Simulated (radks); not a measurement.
Spherical quantum dot in the effective-mass picture: electrons in a well V = -V0 / (1 + exp((r - R)/a)) with V0 = 8.99, R = 3.49, a = 0.39, all in effective atomic units (hartree* = m*/eps^2 hartree, bohr* = eps/m* bohr), one dielectric constant everywhere. Method: non-relativistic Kohn-Sham, LDA (Slater exchange, Perdew-Wang correlation), spin-polarised, spherical densities; computed with a radial shooting solver with Libxc functionals. Levels are named by radial order and angular momentum (1s, 1p, 1d, 2s, ...), and open shells are averaged over m.

N = 5, configuration 1s2 1p(up 3, down 0). This is the lowest configuration that the search found. Occupied and some empty levels:

| level | occupation | eigenvalue (hartree*) | <r> (bohr*) |
|---|---|---|---|
| 1s up | 1 | -6.3913 | 1.760 |
| 1s down | 1 | -6.2803 | 1.753 |
| 1p up | 3 | -5.9751 | 2.021 |
| 1p down | 0 | -5.8605 | 2.028 |
| 1d up | 0 | -5.4153 | 2.211 |
| 1d down | 0 | -5.3047 | 2.223 |
| 2s up | 0 | -5.0239 | 1.763 |
| 2s down | 0 | -4.9467 | 1.767 |
| 1f up | 0 | -4.7436 | 2.367 |
| 1f down | 0 | -4.6400 | 2.380 |

Energy (hartree*): total -35.9155, kinetic 3.0546, external -43.092, Hartree 5.8575, exchange-correlation -1.7350.

Electron density:

| r (bohr*) | n(r) (e/bohr*^3) |
|---|---|
| 0.0800 | 0.05801 |
| 0.281 | 0.06055 |
| 0.482 | 0.06559 |
| 0.683 | 0.07237 |
| 0.885 | 0.07977 |
| 1.09 | 0.08629 |
| 1.29 | 0.09022 |
| 1.49 | 0.09003 |
| 1.69 | 0.08470 |
| 1.89 | 0.07421 |
| 2.09 | 0.05976 |
| 2.29 | 0.04361 |
| 2.49 | 0.02833 |
| 2.69 | 0.01620 |
| 2.90 | 0.008025 |
| 3.10 | 0.003406 |
| 3.30 | 0.001237 |
| 3.50 | 0.0003868 |
| 3.70 | 0.0001062 |
| 3.90 | 0.00002631 |
